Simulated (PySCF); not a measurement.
## SMILES N#CCC1([SiH3])CC1, C5H9NSi

Geometry:
```tsv
atom	x (Å)	y (Å)	z (Å)
N1	-0.648	-3.010	1.005
C2	-0.769	-2.115	0.303
C3	-0.920	-0.971	-0.559
C4	-0.023	0.170	-0.099
Si5	1.836	-0.139	-0.276
C6	-0.556	1.563	-0.306
C7	-0.519	0.979	1.068
H8	-1.974	-0.671	-0.542
H9	-0.664	-1.271	-1.580
H10	2.538	1.060	0.182
H11	2.203	-1.305	0.522
H12	2.112	-0.370	-1.698
H13	-1.517	1.682	-0.786
H14	0.143	2.351	-0.547
H15	-1.453	0.691	1.530
H16	0.203	1.366	1.773
```

Computed with PySCF, GIAO CAM-B3LYP/pcSseg-1 magnetisability, rotational g tensor and spin-rotation constants, non-relativistic, gas phase. Geometry: GFN2-xTB.

(1) How diamagnetic is it, and how anisotropic?

(2) Split it along the inertial axes a, b, c into diamagnetic and paramagnetic parts about the centre of mass, with the quadrupole moment.

(3) And the rotational g tensor?

Results:

(1) Isotropic -1341 × 10⁻³⁰ J/T², or -80.8 × 10⁻⁶ cm³/mol; principal values -1435, -1351, -1238 × 10⁻³⁰ J/T², anisotropy 171 × 10⁻³⁰ J/T² (root of half the summed squared differences of the principal values). The susceptibility is in cgs units.

(2) 
| axis | χ (10⁻⁶ cm³/mol) | diamagnetic (10⁻⁶ cm³/mol) | paramagnetic (10⁻⁶ cm³/mol) | summed x² of all electrons (Å²) | quadrupole Θ (D Å) |
| --- | --- | --- | --- | --- | --- |
| a | -85.3 | -542.3 | 457.1 | 147.4 | -12.78 |
| b | -79.9 | -781.8 | 701.9 | 91.0 | +7.30 |
| c | -77.2 | -1011.4 | 934.2 | 36.9 | +5.48 |

Anisotropies 2χaa − χbb − χcc = -13.4 and 2χbb − χaa − χcc = +2.6 × 10⁻⁶ cm³/mol. Θ is traceless in Buckingham's convention.

(3) 
| axis | rotational constant (GHz) | g | nuclear part | electronic part |
| --- | --- | --- | --- | --- |
| a | 2.8797 | -0.0049 | 0.6135 | -0.6184 |
| b | 1.7477 | -0.0171 | 0.5593 | -0.5763 |
| c | 1.3088 | -0.0138 | 0.5606 | -0.5744 |

Asymmetric top; isotopes 12C, 1H, 14N, 28Si; no vibrational averaging.
